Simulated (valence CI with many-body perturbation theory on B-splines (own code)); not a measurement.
## Level structure of Cr⁹⁺

Computed by configuration interaction combined with many-body perturbation theory (CI+MBPT): five valence electrons over a frozen Dirac-Fock core [Ne], a basis of 11 s, 11 p, 10 d, 8 f, 5 g, 2 h functions for each j, with the one-electron correlation potential Σ1, the two-electron term Σ2, the three-electron term Σ3, Breit, model QED; selected CI, second order for the rest, scaled by the run's own slope (own B-spline code, finite nucleus).

No measured levels were compared; by estimate levels of excited configurations hold to 0.05 to 0.15 % of their energy, terms of the ground configuration to about 0.5 %. Among the levels kept, up to 3100 cm⁻¹ of a level comes from second order outside the variational space, and about a tenth of that is noise between levels of different J, which matters for small intervals.

Levels 46 to 90 of 179, with energies above the lowest level, 3s²3p³ ⁴S°_3/2. "Leading %" is the weight of the configuration and term that name the level; weights of strongly mixed levels are sums over their largest components and can fall short. Lifetimes count E1, E2, E3, M1 and M2 decay at the calculated energies, and are blank where another channel may lead or the interval is too uncertain; long ones can be off by a factor of two.

```tsv
No.	Configuration	Term	J	E (cm⁻¹)	Leading %	Second component	Lifetime
46	3s3p³3d	⁶D°	9/2	534190	99		236 ns
47	3p⁵	²P°	3/2	543350	58	33 % 3s3p³3d ²P°	173 ps
48	3p⁵	²P°	1/2	552810	56	35 % 3s3p³3d ²P°	177 ps
49	3s3p³3d	⁴D°	5/2	580450	88		2.62 ns
50	3s3p³3d	⁴D°	7/2	580580	90		3.31 ns
51	3s3p³3d	⁴D°	3/2	581060	89		2.51 ns
52	3s3p³3d	⁴D°	1/2	581870	93		2.69 ns
53	3s3p³3d	⁴F°	3/2	589260	86	9 % 3s²3p3d² ⁴F°	1.00 ns
54	3s3p³3d	⁴F°	5/2	590720	85	9 % 3s²3p3d² ⁴F°	1.03 ns
55	3s3p³3d	⁴F°	7/2	592550	86	9 % 3s²3p3d² ⁴F°	1.06 ns
56	3s3p³3d	⁴F°	9/2	594910	88	9 % 3s²3p3d² ⁴F°	1.10 ns
57	3s3p³3d	²S°	1/2	617040	82	14 % 3s²3p3d² ²S°	531 ps
58	3s3p³3d	⁴G°	5/2	621450	91	6 % 3s²3p3d² ⁴G°	354 ps
59	3s3p³3d	⁴G°	7/2	622000	90	6 % 3s²3p3d² ⁴G°	361 ps
60	3s3p³3d	⁴G°	9/2	622750	91	5 % 3s²3p3d² ⁴G°	371 ps
61	3s3p³3d	⁴G°	11/2	623750	93	5 % 3s²3p3d² ⁴G°	386 ps
62	3s3p³3d	²G°	7/2	646360	85	11 % 3s²3p3d² ²G°	741 ps
63	3s3p³3d	²G°	9/2	646360	85	10 % 3s²3p3d² ²G°	722 ps
64	3s3p³3d	⁴D°	1/2	651860	86	7 % 3s²3p3d² ⁴D°	166 ps
65	3s3p³3d	⁴D°	3/2	652640	48	31 % 3s3p³3d ⁴P°	120 ps
66	3s3p³3d	⁴P°	1/2	653740	84	8 % 3s²3p3d² ⁴P°	196 ps
67	3s3p³3d	⁴P°	5/2	653960	39	23 % 3s3p³3d ⁴D°	81.5 ps
68	3s3p³3d	⁴P°	3/2	655010	50	30 % 3s3p³3d ⁴D°	129 ps
69	3s3p³3d	⁴P°	5/2	658390	45	42 % 3s3p³3d ⁴D°	80.4 ps
70	3s3p³3d	²D°	3/2	659290	63	10 % 3s²3p3d² ²D°	177 ps
71	3s3p³3d	²D°	5/2	660540	56	10 % 3s3p³3d ⁴D°	112 ps
72	3s3p³3d	⁴D°	7/2	661530	80	10 % 3s3p³3d ⁴F°	163 ps
73	3s3p³3d	⁴F°	9/2	663250	92		155 ps
74	3s3p³3d	⁴F°	7/2	664310	84	8 % 3s3p³3d ⁴D°	132 ps
75	3s3p³3d	⁴F°	5/2	665040	94		135 ps
76	3s3p³3d	⁴F°	3/2	665730	94		138 ps
77	3s3p³3d	⁴S°	3/2	673810	67	16 % 3s²3p3d² ⁴S°	20.6 ps
78	3s3p³3d	⁴P°	5/2	675380	87	4 % 3s3p³3d ²F°	19.7 ps
79	3s3p³3d	⁴P°	3/2	676410	85	8 % 3s3p³3d ⁴S°	15.1 ps
80	3s3p³3d	²F°	7/2	676890	67	17 % 3s²3p3d² ²F°	200 ps
81	3s3p³3d	²F°	5/2	677080	62	17 % 3s²3p3d² ²F°	112 ps
82	3s3p³3d	⁴P°	1/2	677940	96		14.1 ps
83	3s3p³3d	²D°	5/2	690890	77	8 % 3s²3p3d² ²D°	48.6 ps
84	3s3p³3d	²D°	3/2	692710	85	7 % 3s²3p3d² ²D°	49.4 ps
85	3s3p³3d	⁴D°	7/2	694450	80	11 % 3s²3p3d² ⁴D°	15.0 ps
86	3s3p³3d	⁴D°	5/2	696830	80	10 % 3s²3p3d² ⁴D°	15.3 ps
87	3s3p³3d	⁴D°	1/2	697310	58	16 % 3s3p³3d ²P°	16.2 ps
88	3s3p³3d	⁴D°	3/2	697720	79	10 % 3s²3p3d² ⁴D°	15.2 ps
89	3s3p³3d	²P°	1/2	701640	46	22 % 3s3p³3d ⁴D°	15.7 ps
90	3s3p³3d	²P°	3/2	701960	71	14 % 3p⁵ ²P°	16.0 ps
```

Names give the largest LS component (configuration and term), which can be under half, so a name can repeat, a term be missing and a line seem to break the LS rules; names also repeat where a configuration has a term twice.

Where two levels of one J and parity lie close, their mixing, g and order are uncertain.
